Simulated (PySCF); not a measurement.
# (Furan-2-ylmethyl)diphenylphosphine oxide (C17H15O2P): Computed beside measured shifts

System: (Furan-2-ylmethyl)diphenylphosphine oxide (C17H15O2P), SMILES O=P(Cc1ccco1)(c1ccccc1)c1ccccc1.

Atom-mapped SMILES (hydrogens are numbered by the atom that bears them): [O:1]=[P:2]([CH2:3][c:4]1[cH:5][cH:6][cH:7][o:8]1)([c:9]1[cH:10][cH:11][cH:12][cH:13][cH:14]1)[c:15]1[cH:16][cH:17][cH:18][cH:19][cH:20]1

Method: GIAO PBE0/pcSseg-2, gas phase, PySCF SCF with an in-house response code, fitting set def2-universal-JFIT up to Ne and JKFIT beyond, grid level 2, non-relativistic, geometry: PBE0-D3(BJ)/def2-SVP.

One optimised conformer. Values are averaged over the atoms that symmetry or fast rotation interchanges, on this one geometry and without vibrational averaging. Shifts are the reference shielding less the shielding here, at the same level (13C, 1H against isolated TMS; 17O against isolated H2O; 31P against isolated H3PO4); nuclei without a reference have shieldings only.

Q: What shifts does this level give for P2, and how do they compare with measurement?

A: 
```tsv
atom	nucleus	computed / ppm	measured / ppm	computed less measured	measured against	medium of the measurement
P2	31P	12.7	28.5	-15.8	85 % H3PO4	CDCl3
```

Computed 19F and 31P shifts carry an offset from the reference molecule (CFCl3 is hard for DFT, lone H3PO4 or PH3 isn't the 85 % acid), so differences between compounds are more accurate than the values.

Measured values: supporting information or article, doi 10.1039/c2cc33908k.
